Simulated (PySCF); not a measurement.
PBE0 on S⁻ (sulfur, charge -1), [Ne] 3s2 3p5, 2P determinant. All numbers are calculated (PySCF 2.14, the spin-free X2C one-electron Hamiltonian (Gaussian nucleus), in aug-cc-pCVQZ-DK).

```
cycle= 1 E= -399.150560710848  delta_E= -0.00865  |g|= 0.0188  |ddm|= 0.651
cycle= 2 E= -399.150704756797  delta_E= -0.000144  |g|= 0.0151  |ddm|= 0.0709
cycle= 3 E= -399.150845945036  delta_E= -0.000141  |g|= 0.00467  |ddm|= 0.0472
cycle= 4 E= -399.150860024529  delta_E= -1.41e-05  |g|= 0.000971  |ddm|= 0.0107
cycle= 5 E= -399.150861524346  delta_E= -1.5e-06  |g|= 0.000207  |ddm|= 0.00343
cycle= 6 E= -399.150861640962  delta_E= -1.17e-07  |g|= 4.82e-05  |ddm|= 0.00114
cycle= 7 E= -399.150861647797  delta_E= -6.84e-09  |g|= 3.97e-06  |ddm|= 0.000319
cycle= 8 E= -399.150861647831  delta_E= -3.43e-11  |g|= 5.49e-07  |ddm|= 2.22e-05
converged SCF energy = -399.150861647831  <S^2> = 0.75598302  2S+1 = 2.0059741
```

Highest occupied orbital energy: 0.124 eV; ⟨L²⟩ = 2.03; populations by l: s 6.00, p 11.00, d 0.00, f 0.00.

Task: Can this result be used?

Result: With care. The run converged. At PBE0 the highest occupied level has a positive energy, so only the finite basis holds that electron; in a semilocal or global hybrid functional this comes from self-interaction and does not mean that the real anion is unbound.
